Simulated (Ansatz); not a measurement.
```yaml
crystal:
  periodic: [false, false, false]
  atoms:
    - {symbol: O, position_ang: [-2.183119, 1.250915, 3.888897]}
    - {symbol: C, position_ang: [0.666570, 0.727989, 3.675315]}
    - {symbol: N, position_ang: [1.497676, -0.531942, 1.122275]}
    - {symbol: Ge, position_ang: [-1.046512, -1.820152, -2.032727]}
    - {symbol: O, position_ang: [-2.022861, 1.411034, -4.197911]}
    - {symbol: H, position_ang: [1.848510, 1.624024, 5.704768]}
    - {symbol: H, position_ang: [3.579282, -0.643815, 1.069771]}
    - {symbol: H, position_ang: [1.405573, -3.520256, -4.096156]}
    - {symbol: H, position_ang: [-3.307484, -3.454962, -0.838142]}
    - {symbol: H, position_ang: [-0.579751, 3.009775, -4.582668]}
basis:
  gaussian: {orbitals: def2-mTZVP}
hamiltonian: {xc: {name: B2PLYP}}
```

```sh
$ ansatz run in.yaml --threads 4 --pin off --events-out ev --progress --plain --max-ram 10444MiB
```

It prints (some lines left out):

```
Functional definition: B2PLYP
1269 factors; integrals over basis functions are off by at most 3.6e-4 eV
mean field evaluation 1: about -63062.0862 eV, gradient 1.4e2 eV
mean field evaluation 2: about -63062.0989 eV, gradient 1.4e2 eV
mean field evaluation 4: about -63024.7570 eV, gradient 1.4e2 eV
mean field evaluation 8: about -63141.2765 eV, gradient 4.9e1 eV
mean field evaluation 16: about -63151.0162 eV, gradient 2.8e-1 eV
mean field evaluation 32: about -63150.9607 eV, gradient 3.0e0 eV
mean field evaluation 64: about -63151.0659 eV, gradient 1.6e-1 eV
mean field evaluation 160: about -63150.8701 eV, gradient 4.8e-1 eV
mean field evaluation 192: about -63151.0229 eV, gradient 1.1e0 eV
mean field evaluation 224: about -63150.9816 eV, gradient 7.9e-1 eV
mean field evaluation 256: about -63151.0492 eV, gradient 5.5e-1 eV
mean field -63151.07439895 eV, -2320.7591788258 hartree, gradient 1.9e-6 eV, S^2 0.000000; 14 other end points of the search recorded, 0 dependent functions left out; unrestricted orbitals would lower it
13 core orbitals not correlated: weight in the atoms' cores, before any rotation towards them, 1.000 or more for the frozen orbitals, at most 0.000 for the correlated occupied ones
reference -63151.07473366 eV, -2320.7591911261 hartree; 20, 20 occupied and 104, 104 virtual orbitals, 1269 factors
second order -42.43763573 eV of doubles, -0.00000000 eV of singles
Total energy: -63162.53289531 eV, -2321.1802708000 hartree
```

Problem. Something in this input is off. What?

Solution. The geometry is stretched to more than twice its size. The run converged. The result belongs to that input, not to the molecule as meant.
